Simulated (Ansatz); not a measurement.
One change: `[F][Ge]([F])([F])[Br]` becomes `[CH3][Ge]([F])([F])[F]`.

Ansatz, PBE0-D4/def2-TZVP geometries, multiplicity 1. 

Scalar relativity is left out up to krypton. Spin–orbit coupling is left out; it splits and shifts lone-pair levels of the heavy atoms by tenths of an eV.

| property | `[F][Ge]([F])([F])[Br]` |
| --- | --- |
| HOMO–LUMO gap (PBE0/def2-TZVPP) / eV | 7.86 |
| HOMO energy (ωB97M-V/def2-TZVPP) / eV | -12.13 |
| size of the dipole moment (B3LYP/def2-TZVPP) / D | 1.71 |
| size of the dipole moment (PBE/def2-TZVPP) / D | 1.57 |
| zero-point energy (PBE0-D4/def2-TZVP) / kJ/mol | 21.9 |
| HOMO energy (PBE/def2-TZVPP) / eV | -8.47 |

Problem. What does the change do to each property? (Best estimate.)

Solution. Computed: 
```
                                        property  `[CH3][Ge]([F])([F])[F]`  shift
            HOMO–LUMO gap (PBE0/def2-TZVPP) / eV                     10.36   2.50
           HOMO energy (ωB97M-V/def2-TZVPP) / eV                    -12.80  -0.67
size of the dipole moment (B3LYP/def2-TZVPP) / D                      3.66   1.95
  size of the dipole moment (PBE/def2-TZVPP) / D                      3.51   1.94
  zero-point energy (PBE0-D4/def2-TZVP) / kJ/mol                     115.6   93.7
               HOMO energy (PBE/def2-TZVPP) / eV                     -8.92  -0.45
```

With PBE0 the HOMO falls by 0.64 eV and the LUMO rises by 1.86 eV, so the gap widens by about 2.50 eV. PBE moves the HOMO by -0.45 eV and ωB97M-V by -0.67 eV. The zero-point energy changes by 93.7 kJ/mol with +9 modes. Dipoles are sizes alone; their direction can turn.

B3LYP here is the variant with VWN-RPA as its local correlation; programs differ in this.
